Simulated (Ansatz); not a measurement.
System: sum formula ZnOH (charge +1, singlet). SMILES: [OH][Zn+]
Geometry from a B3LYP-D3(BJ)/def2-TZVP (Ansatz, a quantum-chemistry and plane-wave program) optimisation:
```
O
H 1 0.9735
Zn 1 1.7713 2 113.57
```
Charge +1, spin multiplicity 1.

Wanted: vertical electron affinity (to the doublet state of charge +0; a negative value means that the extra electron is unbound and the number depends on the basis; each state is the SCF solution reached for its spin; for the singlet T1 is 0.026), in eV. Cores are frozen in the correlated levels unless marked. Open shells are spin-unrestricted. No spin-orbit coupling. The frozen core is the preceding noble-gas configuration, with the filled d and f shells of earlier blocks. No relativistic terms. Basis-set limits of correlation are two-point, X^-3; Hartree-Fock from the larger set. [CCSD(T)-MP2]/basis is that difference in the basis named.

| level | program | vertical electron affinity (eV) |
|---|---|---|
| r2SCAN/def2-TZVPD | Ansatz | 8.73 |
| wB97X-V/def2-TZVPD | Ansatz | 8.51 |
| wB97X/def2-TZVPD | Ansatz | [?] |
| B2PLYP/def2-TZVPD | Ansatz | [?] |
| CCSD/def2-TZVPPD | Ansatz | [?] |
| RI-MP2/CBS(def2-TZVPPD,def2-QZVPPD)+[CCSD(T)-MP2]/def2-TZVPPD | Ansatz | 8.51 |

Problem. What belongs in the gaps?

Solution. 
- wB97X/def2-TZVPD, vertical electron affinity (eV): 8.52
- B2PLYP/def2-TZVPD, vertical electron affinity (eV): 8.50
- CCSD/def2-TZVPPD, vertical electron affinity (eV): 8.38
